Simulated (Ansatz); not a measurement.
Cost and result up the ladder for Sn26H31Br, a nanocrystal cut from the lattice of tin (1 of the caps Br) (58 atoms). Total charge 0; singlet. Geometry: r2SCAN-D4/def2-SVP.

Cartesian coordinates in Å:
```
Sn -1.275 2.237 -4.684
Sn -4.826 0.363 -2.417
Sn 2.914 0.404 -4.478
Sn 3.605 -3.448 -2.004
Sn 2.049 4.347 -2.371
Sn -1.419 2.354 -0.112
Sn 2.724 0.534 0.110
Sn 1.902 4.513 2.254
Sn -0.571 -1.573 -2.213
Sn -4.055 -3.371 -0.205
Sn 0.125 -5.422 0.216
Sn -0.719 -1.381 2.349
Sn -1.549 2.574 4.506
Sn -4.935 0.467 2.185
Sn 2.615 0.717 4.705
Sn 3.431 -3.314 2.557
Sn 1.469 2.798 -4.631
Sn -2.050 0.815 -2.386
Sn -5.585 -1.020 -0.101
Sn 2.189 -1.025 -2.169
Sn 2.872 -4.871 0.295
Sn 1.326 2.974 -0.026
Sn -2.181 1.021 2.248
Sn 2.048 -0.869 2.455
Sn 1.195 3.128 4.583
Sn -1.283 -2.994 0.111
Br -4.194 -3.968 -2.689
H -1.667 1.317 -6.087
H -2.172 3.705 -4.774
H -5.618 1.896 -2.450
H -5.297 -0.494 -3.830
H 2.615 -0.565 -5.871
H 4.605 0.735 -4.446
H 5.298 -3.128 -1.973
H 3.295 -4.397 -3.408
H 1.201 5.845 -2.437
H 3.730 4.721 -2.317
H -2.309 3.837 -0.192
H 4.419 0.877 0.164
H 1.047 6.008 2.175
H 3.582 4.893 2.274
H -0.889 -2.551 -3.597
H -4.730 -4.758 0.569
H -0.270 -6.370 -1.164
H -0.356 -6.311 1.611
H -1.177 -2.253 3.773
H -2.454 4.040 4.459
H -2.032 1.727 5.927
H -5.822 1.944 2.167
H -5.401 -0.386 3.607
H 4.309 1.025 4.774
H 2.199 -0.146 6.137
H 5.123 -3.008 2.659
H 2.983 -4.161 3.989
H 1.916 3.663 -6.060
H -7.262 -1.434 -0.120
H 3.757 -6.354 0.380
H 1.554 4.090 5.974
```

Ansatz on 11 threads of AMD EPYC 7R13 on a shared host and a whole NVIDIA H100 80GB HBM3. Times are rough, and most runs start from the orbitals of an earlier one. No level here is sound enough to serve as a yardstick. Binding counts from free atoms at the same level (Sn triplet, Br doublet, H doublet; other spins of the atoms weren't run), without zero-point energy or a counterpoise term.

In the def2 sets Sn takes a core potential; there is no spin–orbit coupling. B3LYP takes the VWN-RPA correlation. Correlated methods freeze 113 core orbitals; core or outer-core shells of Sn, Br are correlated, in sets that lack core-valence functions. The rows differ in basis, and correlated rows in double-zeta sets carry the largest basis error. Single mean-field runs in def2-SVP, def2-TZVP are fitted with def2-universal-jkfit.

Correlated methods converge slowly with the basis, most of all in double-zeta sets.

```tsv
level	functions	wall time	binding energy per atom (eV)
PBE-D4/def2-SVP	863	8 s	2.51
r2SCAN-D4/def2-SVP (with forces)	863	9.5 s	2.50
PBE0-D4/def2-SVP	863	11 s	2.51
PBE-D4/def2-TZVP	1534	14 s	2.52
B3LYP-D4/def2-SVP (with forces)	863	16 s	2.48
PBE0-D4/def2-TZVP	1534	20 s	2.52
MP2/def2-SVP	863	26 s	2.33
```
